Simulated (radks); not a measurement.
The numbers below are computed, except where a source is named.
Spherical quantum dot in the effective-mass picture: electrons in a well V = -V0 / (1 + exp((r - R)/a)) with V0 = 47.8, R = 1.57, a = 0.18, with a point charge +1 (a donor) at the centre, all in effective atomic units (hartree* = m*/eps^2 hartree, bohr* = eps/m* bohr), one dielectric constant everywhere. Level of theory: non-relativistic Kohn-Sham, r2SCAN, spin-polarised, spherical densities, generalised Kohn-Sham scheme (a radial shooting solver with Libxc functionals). Levels are named by radial order and angular momentum (1s, 1p, 1d, 2s, ...), and open shells are averaged over m. Results are scaled to m* = 0.407 and eps = 16.1, for which hartree* = 42.73 meV and bohr* = 2.093 nm. Each electron was tried in the lowest free levels, single moves between levels near the top were tried too, and the lowest total energy was kept; such a search can miss a lower state. The series stops at N = 14: beyond it a trial failed or the search could not be trusted, so later rows were left out. At N = 1 the Hartree and exchange-correlation terms need not cancel, so that row can carry a self-interaction error.

| N | open shells | 2S | E (meV) | mu = E(N) - E(N-1) (meV) | addition energy mu(N+1) - mu(N) (meV) |
|---|---|---|---|---|---|
| 1 | 1s(up 1, down 0) | 1 | -1994.15 | -1994.1 | 60.41 |
| 2 | none | 0 | -3927.89 | -1933.7 | 180.1 |
| 3 | 1p(up 1, down 0) | 1 | -5681.56 | -1753.7 | 37.42 |
| 4 | 1p(up 2, down 0) | 2 | -7397.81 | -1716.3 | 39.53 |
| 5 | 1p(up 3, down 0) | 3 | -9074.53 | -1676.7 | 57.64 |
| 6 | 1p(up 3, down 1) | 2 | -10693.6 | -1619.1 | 36.35 |
| 7 | 1p(up 3, down 2) | 1 | -12276.3 | -1582.7 | 38.14 |
| 8 | none | 0 | -13820.9 | -1544.6 | 172.2 |
| 9 | 1d(up 1, down 0) | 1 | -15193.3 | -1372.4 | 35.06 |
| 10 | 1d(up 2, down 0) | 2 | -16530.7 | -1337.3 | 35.61 |
| 11 | 1d(up 3, down 0) | 3 | -17832.4 | -1301.7 | 35.90 |
| 12 | 1d(up 4, down 0) | 4 | -19098.3 | -1265.8 | 36.04 |
| 13 | 1d(up 5, down 0) | 5 | -20328.0 | -1229.8 | 51.51 |
| 14 | 1d(up 5, down 1) | 4 | -21506.3 | -1178.3 | - |

All shells are closed at N = 2, 8 (there: 1s2 1p6); the second difference of the energy has clear peaks (12 % above both neighbours; the first and last values, which can be the largest, are not judged, and half-filled shells can peak too) at N = 2, 5, 8.
